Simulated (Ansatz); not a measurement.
Gas-phase reaction in SMILES: CC/C=C(\C)CC → [CH2]/C(=C\CC)CC + H atom (the C-H bond at the site shown breaks; other sites are not compared here)
Structures are relaxed separately at B3LYP-D3(BJ)/def2-TZVP in Ansatz (a quantum-chemistry and plane-wave program), one conformer each, not searched for the lowest. Frequencies are from Ansatz. Markedly spin-contaminated UHF reference, which strains HF, MP2 and, less, CCSD(T): [CH2]/C(=C\CC)CC.
Geometry of the first species:
SMILES: CC/C=C(\C)CC
```xyz
21

C      3.0336     0.7132    -0.1198
C      2.0083    -0.3327     0.3336
C      0.6403     0.2527     0.5124
C     -0.4739    -0.0117    -0.1734
C     -0.5600    -1.0034    -1.3009
C     -1.7636     0.6966     0.1626
C     -2.8607    -0.2339     0.6925
H      4.0340     0.2816    -0.1910
H      3.0775     1.5482     0.5830
H      2.7655     1.1184    -1.0974
H      2.3381    -0.7572     1.2885
H      1.9932    -1.1607    -0.3758
H      0.5729     1.0046     1.2965
H     -1.1620    -1.8718    -1.0193
H      0.4141    -1.3668    -1.6197
H     -1.0512    -0.5505    -2.1672
H     -1.5629     1.4742     0.9025
H     -2.1371     1.2047    -0.7343
H     -3.1463    -0.9841    -0.0464
H     -3.7576     0.3328     0.9494
H     -2.5222    -0.7579     1.5887
```
Charge 0, spin multiplicity 1.

Property: bond dissociation energy (0 K, with B3LYP-D3(BJ) harmonic zero-point energies), in kJ/mol. Correlated levels leave the core frozen unless marked. Open shells are spin-unrestricted. No spin-orbit coupling. Non-relativistic. 

| level | program | bond dissociation energy (kJ/mol) |
|---|---|---|
| HF/6-31G | Ansatz | 232.3 |
| revPBE-D4/def2-TZVPD | Ansatz + dftd4 | 335.5 |
| PBE0-D3(BJ)/def2-TZVPD | Ansatz + dftd3 | 342.4 |
| PBE0/def2-TZVP | Ansatz | 341.5 |
| PBE0/def2-QZVPP | Ansatz | 341.9 |
| r2SCAN0-D4/def2-TZVPD | Ansatz + dftd4 | 333.5 |
| HSE06-D4/def2-TZVPD | Ansatz + dftd4 | 342.4 |
| HSE06/def2-TZVPD | Ansatz | 341.5 |
| CCSD/6-31G* | Ansatz | 330.2 |
